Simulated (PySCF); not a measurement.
## ECD: SMILES CC=C=C(F)B(C)C, C6H10BF

Molfile (atoms numbered from 1):
```
C6H10BF
     RDKit          3D

 18 17  0  0  0  0  0  0  0  0999 V2000
    2.2836    2.4704    1.6809 C   0  0  0  0  0  0  0  0  0  0  0  0
    1.8974    1.1390    1.1110 C   0  0  0  0  0  0  0  0  0  0  0  0
    0.7495    0.5364    1.2865 C   0  0  0  0  0  0  0  0  0  0  0  0
   -0.4372   -0.0373    1.3965 C   0  0  0  0  0  0  0  0  0  0  0  0
   -0.6579   -0.8953    2.4213 F   0  0  0  0  0  0  0  0  0  0  0  0
   -1.6116    0.2165    0.4005 B   0  0  0  0  0  0  0  0  0  0  0  0
   -1.4517    1.2488   -0.7699 C   0  0  0  0  0  0  0  0  0  0  0  0
   -2.9382   -0.5949    0.6075 C   0  0  0  0  0  0  0  0  0  0  0  0
    1.4655    2.9123    2.2649 H   0  0  0  0  0  0  0  0  0  0  0  0
    2.5578    3.1692    0.8742 H   0  0  0  0  0  0  0  0  0  0  0  0
    3.1656    2.3698    2.3338 H   0  0  0  0  0  0  0  0  0  0  0  0
    2.6495    0.6247    0.4947 H   0  0  0  0  0  0  0  0  0  0  0  0
   -0.4258    1.5984   -0.9533 H   0  0  0  0  0  0  0  0  0  0  0  0
   -1.8819    0.8611   -1.7080 H   0  0  0  0  0  0  0  0  0  0  0  0
   -2.0665    2.1317   -0.5103 H   0  0  0  0  0  0  0  0  0  0  0  0
   -3.8113   -0.1678    0.0931 H   0  0  0  0  0  0  0  0  0  0  0  0
   -3.1717   -0.7755    1.6675 H   0  0  0  0  0  0  0  0  0  0  0  0
   -2.7613   -1.5974    0.1707 H   0  0  0  0  0  0  0  0  0  0  0  0
  1  2  1  0
  2  3  2  0
  3  4  2  0
  4  5  1  0
  4  6  1  0
  6  7  1  0
  6  8  1  0
  1  9  1  0
  1 10  1  0
  1 11  1  0
  2 12  1  0
  7 13  1  0
  7 14  1  0
  7 15  1  0
  8 16  1  0
  8 17  1  0
  8 18  1  0
M  END
```

Computed with TDDFT CAM-B3LYP/aug-cc-pVDZ circular dichroism and optical rotation, one conformer, gas phase (PySCF 2.14.0). Geometry: PBE0-D3(BJ)/def2-SVP.

No stereocentre is labelled: unless the shape is locked (an allene, a helicene, a hindered biaryl), the mirror image is equally populated and a measured rotation or CD is zero. Singlets 11 and 12 lie within 0.01 eV of each other, so their separate moments and overlaps can depend on how they mix.

Task: Which excitations and rotatory strengths does the calculation give?

Result: Rotatory strengths R in 10⁻⁴⁰ esu² cm², velocity form and length form (origin at the centre of mass); f in length form.
| state | E (eV) | λ (nm) | f | R (velocity) | R (length) | main |
| --- | --- | --- | --- | --- | --- | --- |
| 1 | 5.07 | 245 | 2e-05 | +1.0 | +1.0 | HOMO−1→LUMO 0.86 |
| 2 | 5.45 | 228 | 0.002 | -1.0 | -0.9 | HOMO→LUMO+5 0.27, HOMO→LUMO+3 0.25 |
| 3 | 5.64 | 220 | 0.389 | +7.3 | +7.4 | HOMO→LUMO 0.92 |
| 4 | 6.25 | 199 | 0.0006 | -12.6 | -12.6 | HOMO−2→LUMO 0.84 |
| 5 | 6.44 | 192 | 0.004 | +21.0 | +21.3 | HOMO−3→LUMO 0.83 |
| 6 | 6.71 | 185 | 0.009 | +4.1 | +4.2 | HOMO→LUMO+1 0.67, HOMO→LUMO+6 0.10 |
| 7 | 6.81 | 182 | 0.116 | +35.4 | +36.0 | HOMO−1→LUMO+1 0.64, HOMO−1→LUMO+3 0.14 |
| 8 | 7.10 | 175 | 0.308 | -48.0 | -48.8 | HOMO−1→LUMO+2 0.26, HOMO−1→LUMO+5 0.15 |
| 9 | 7.29 | 170 | 0.036 | +3.5 | +4.0 | HOMO→LUMO+4 0.44, HOMO→LUMO+3 0.33 |
| 10 | 7.39 | 168 | 0.078 | +12.6 | +12.5 | HOMO→LUMO+2 0.67 |
| 11 | 7.49 | 166 | 0.005 | +5.4 | +5.5 | HOMO−1→LUMO+4 0.46, HOMO−1→LUMO+3 0.24 |
| 12 | 7.49 | 165 | 0.005 | -0.5 | -0.8 | HOMO→LUMO+3 0.26, HOMO→LUMO+4 0.20 |

Among the states computed, the strongest CD band (largest |R|) is state 8. The largest dissymmetry factor in size, g = 4R/(D+G), with D and G the electric and magnetic dipole strengths, is +0.39 for state 1 (velocity form, f = 2e-05), among bands with |R| over 0.5. The mirror image has the same energies and oscillator strengths and all R with the opposite sign.
